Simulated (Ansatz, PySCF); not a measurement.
This PySCF input computes a PBE/def2-TZVPD energy:

```python
from pyscf import gto, scf, dft

mol = gto.M(
    atom='''
    H    -0.00000000   -0.00000000   -2.38477291
    Be   -0.00000000   -0.00000000   -1.04618228
    Be    0.00000000    0.00000000    1.04618228
    H     0.00000000    0.00000000    2.38477291
    ''',
    basis='def2-tzvpd',
    charge=0,
    spin=0,
    verbose=4,
)

mf = dft.RKS(mol, xc='pbe').density_fit(auxbasis='def2-universal-jkfit')
mf.grids.level = 3
mf.conv_tol = 1e-9
mf.max_cycle = 100
mf.max_memory = 1500
mf.kernel()
if not mf.converged:
    mf = mf.newton()
    mf.kernel(mf.make_rdm1())
mf.analyze()
```

### Question
Write an input for the same energy in Ansatz (an electronic-structure program) and say what it gives.

### Answer

Ansatz 0.2 input:
```yaml
crystal:
  periodic: [false, false, false]
  atoms:
    - {symbol: H, position_ang: [-0.00000000, -0.00000000, -2.38477291]}
    - {symbol: Be, position_ang: [-0.00000000, -0.00000000, -1.04618228]}
    - {symbol: Be, position_ang: [0.00000000, 0.00000000, 1.04618228]}
    - {symbol: H, position_ang: [0.00000000, 0.00000000, 2.38477291]}
basis:
  gaussian:
    orbitals: def2-TZVPD
hamiltonian:
  xc: {name: PBE}
output: {forces: true}
```
It gives -30.54192 Eh, and PySCF -30.54198 Eh, a difference of 0.06 mEh, from the treatment of integrals and grids.
